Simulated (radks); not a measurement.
Results of a calculation; reference values are marked as such.
As, configuration [Ar] 3d10 4s2 4p3 (the NIST ground configuration). Code: a radial shooting solver on a logarithmic mesh with Libxc functionals. Model: scalar-relativistic Kohn-Sham, exchange-only PBE, spin-unpolarised, spherical densities, finite nucleus; Fermi nuclear charge, rms radius 4.0968 fm.

Normalised radial functions P(r) = r R(r), r in bohr:

r              2s       3s       4p
0.00402    0.4430   0.1744   0.0016
0.005277   0.5521   0.2173   0.0027
0.006982   0.6821   0.2684   0.0045
0.009238   0.8254   0.3245   0.0074
0.01213    0.9661   0.3793   0.0120
0.01604    1.0913   0.4272   0.0194
0.02106    1.1602   0.4518   0.0305
0.02786    1.1269   0.4342   0.0472
0.03658    0.9356   0.3514   0.0697
0.04839    0.5202   0.1770   0.0992
0.06352   -0.1115  -0.0831   0.1311
0.08405   -0.9313  -0.4076   0.1590
0.1103    -1.7199  -0.6844   0.1669
0.146     -2.2565  -0.7773   0.1355
0.1916    -2.2894  -0.5403   0.0527
0.2535    -1.8054   0.0613  -0.0790
0.3354    -1.0669   0.8191  -0.2138
0.4403    -0.4601   1.3494  -0.2772
0.5825    -0.1271   1.4090  -0.2112
0.7646    -0.0219   1.0476  -0.0157
1.012     -0.0018   0.5514   0.2582
1.328     -0.0001   0.2060   0.5016
1.757     0.0000   0.0481   0.6434
2.306     0.0000   0.0069   0.6374
3.051     0.0000   0.0005   0.5097
4.005     0.0000   0.0000   0.3385
5.3        0.0000   0.0000   0.1808
6.956      0.0000   0.0000   0.0764
9.204      0.0000   0.0000   0.0221

2s: eigenvalue -1485.9 eV, 1 radial node at r = 0.0609 bohr, <r> = 0.203 bohr, 90 % of the charge inside 0.314 bohr. 3s: eigenvalue -189.11 eV, 2 radial nodes at r = 0.0587, 0.248 bohr, <r> = 0.598 bohr, 90 % of the charge inside 0.894 bohr. 4p: eigenvalue -4.436 eV, 2 radial nodes at r = 0.216, 0.778 bohr, <r> = 2.62 bohr, 90 % of the charge inside 4.16 bohr.
